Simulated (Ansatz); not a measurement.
Coupled-cluster diagnostics for SnCl4, Ansatz.

Geometry of the singlet (B3LYP-D4/def2-SVP):

```xyz
5

Sn    0.000    0.000    0.000
Cl    1.362    1.755    0.718
Cl   -2.204    0.749   -0.178
Cl    0.106   -1.749    1.543
Cl    0.736   -0.755   -2.083
```

In the def2 sets Sn takes a core potential; there is no spin–orbit coupling. Correlated methods freeze 24 core orbitals; core or outer-core shells of Sn are correlated, in sets that lack core-valence functions.

(1) Estimate the CCSD(T) correlation energy, the shares of MP2 and (T), T1 and the reference's ⟨S²⟩ for: charge 0, singlet, own geometry in def2-TZVP; and the rough time on 2 threads of Arm Neoverse V2 on a shared host.

Answers

(1) 
| state | basis | correlation (eV) | MP2 share (%) | (T) share (%) | T1 | ⟨S²⟩ (pure) | wall time |
| --- | --- | --- | --- | --- | --- | --- | --- |
| charge 0, singlet, own geometry | def2-TZVP | -31.013 | 91.4 | 4.0 | 0.011 | 0.00 (0.00) | 2.1 min |
Customary marks for T1 are 0.02 (closed shells), 0.045 (open shells) and about 0.05 (3d metals). T1 stays under 0.02 throughout.
